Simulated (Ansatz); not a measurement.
Ansatz (a program for electronic structure) input (wB97M-V/def2-TZVPD):

Ansatz 0.2 input:
```yaml
crystal:
  periodic: [false, false, false]
  atoms:
    - {symbol: Si, position_ang: [-0.00789627, -0.00196085, -0.00193559]}
    - {symbol: F, position_ang: [-0.45682632, -1.01872183, -1.13076924]}
    - {symbol: F, position_ang: [-0.66596914, -0.52983103, 1.33395753]}
    - {symbol: F, position_ang: [-0.63343346, 1.39171069, -0.40516989]}
    - {symbol: N, position_ang: [1.64534982, 0.16650794, 0.21106221]}
    - {symbol: H, position_ang: [2.19308874, -0.49234759, 0.73821720]}
    - {symbol: H, position_ang: [2.20607038, 0.76582368, -0.37072016]}
basis:
  gaussian:
    orbitals: def2-TZVPD
hamiltonian:
  xc: {name: wB97M-V}
magnetization: {spin_polarized: true, initial_magnetization: 2}
```

End of the output:

```
integrals: 0.20 GiB planned
1156 factors; their error is unknown
integrals: 0.23 GiB planned
337 factors; integrals over basis functions are off by at most 2.1e-5 eV
mean field: 2.36 GiB planned
mean field evaluation 1: about -17547.7539 eV, gradient 3.8e1 eV
mean field evaluation 2: about -17547.8466 eV, gradient 4.3e1 eV
mean field evaluation 4: about -17552.5598 eV, gradient 1.7e0 eV
mean field evaluation 8: about -17552.6524 eV, gradient 2.1e-1 eV
mean field evaluation 16: about -17552.6668 eV, gradient 3.6e-3 eV
mean field -17552.66681068 eV, -645.0486076678 hartree, gradient 2.9e-5 eV, S^2 2.002521; 0 other end points of the search recorded, 0 dependent functions left out
reference -17552.66686147 eV, -645.0486095341 hartree; 26, 24 occupied and 192, 194 virtual orbitals, 1156 factors
Total energy: -17552.66686147 eV, -645.0486095341 hartree
```

This state (charge 0, triplet) is run at the relaxed geometry of the species with charge 0 and multiplicity 1, and is a spin state other than that species' own.
